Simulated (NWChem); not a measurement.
Species: C2H9NSi; SMILES CN(C)[SiH3]

Results from NWChem. Medium grid unless said otherwise, to which SCAN and Minnesota functionals are sensitive. All runs use the structure optimised with PBE0/def2-SVP. Hybrids' shares of exact exchange are those that their runs print; pure functionals count as 0. The functionals differ in more than this share.

```
row                                    share of exact exchange  orbital gap (eV)
-------------------------------------  -----------------------  ----------------
PBE/def2-TZVP                                             0.00              4.76
LDA (Slater exchange, VWN5)/def2-TZVP                     0.00              4.57
TPSSh/def2-TZVP                                           0.10              5.95
B3LYP/def2-TZVP                                           0.20              6.46
PBE0/def2-TZVP                                            0.25              6.90
M06-2X/def2-TZVP                                          0.54          withheld
```

Question: Fit a straight line of the last column on the one before it, predict the withheld value, and compare with the run.

Answer: 
1. Means of the 5 shown rows: x = 0.110, y = 5.728. Slope Σ(x − x̄)(y − ȳ)/Σ(x − x̄)² = 0.4616/0.05200 = 8.877; intercept 4.752.
2. The shown rows scatter about the line by 0.167 (root mean square); the largest residual is +0.31, at TPSSh/def2-TZVP.
3. At x = 0.54 (M06-2X/def2-TZVP; beyond the shown range) the line gives 9.55.
4. The run gives 8.90, -0.65 from the line, 3.9 times the scatter.
